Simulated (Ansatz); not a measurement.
An input meant for the cluster SnO₂⁺ (charge 1, doublet).

```yaml
crystal:
  periodic: [false, false, false]
  atoms:
    - {symbol: Sn, position_ang: [0.000062, 0.000000, 0.000008]}
    - {symbol: O, position_ang: [-0.080179, 1.768361, 0.395097]}
    - {symbol: O, position_ang: [0.080126, -1.768361, -0.395115]}
basis:
  gaussian: {orbitals: ANO-RCC-VTZP}
total_charge: 1
magnetization: {spin_polarized: true, initial_magnetization: 1}
hamiltonian: {xc: {name: HF}}
correlation: {method: mp2, frozen_orbitals: {Sn: 9}}
```

```sh
$ ansatz run in.yaml --threads 2 --pin off --events-out ev --progress --plain --max-ram 4352MiB
```

(1) Predict how Ansatz answers.

## Answers

(1) The program refused the input. Frozen orbitals are typed for one element alone, and the program wants a count for each (the count typed has to fit that element's core, too).
```
Functional definition: HF
Error: "frozen_orbitals" has no count for O
```
